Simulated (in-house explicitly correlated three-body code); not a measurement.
Computed with an exponentially correlated three-body code. Model: two electrons around a point charge, non-relativistic, variational in 260 exponentially correlated functions (energies converged to about 1e-7 hartree, or 1e-8 relative for large Z).

Command:
```bash
python run_hyl.py task.json out
```
Settings (lengths in bohr, energies in hartree):
```
Z                      1.25
screening              0.25
interaction_strength   1
functions              260
states_tried           13
```

Time taken, with all properties: 31 s on 1 thread of Intel(R) Xeon(R) 6975P-C (Granite Rapids) (shared host).

**Those bound S and P states to n = 4 that converged, binding against the one-electron ion.**

Given: nuclear charge 1.25; Yukawa screening of all interactions 0.25 1/bohr.

Computed: one-electron threshold -0.510638299 hartree.

```tsv
term	energy (hartree)	binding (eV)
1 1S	-0.606137724	2.5987
```

**Converged states only, values per electron or pair (inverse distances are <exp(-kr)/r>).**

| term | mean r (bohr) | mean r squared (bohr²) | mean inverse r (1/bohr) | mean r12 (bohr) | mean inverse r12 (1/bohr) | mean cosine | mean p1 dot p2 (bohr⁻²) | delta r1 (bohr⁻³) | delta r12 (bohr⁻³) |
| --- | --- | --- | --- | --- | --- | --- | --- | --- | --- |
| 1 1S | 1.8613 | 5.1517 | 0.71004 | 2.939 | 0.27991 | -0.086282 | 0.053825 | 0.34589 | 0.010179 |
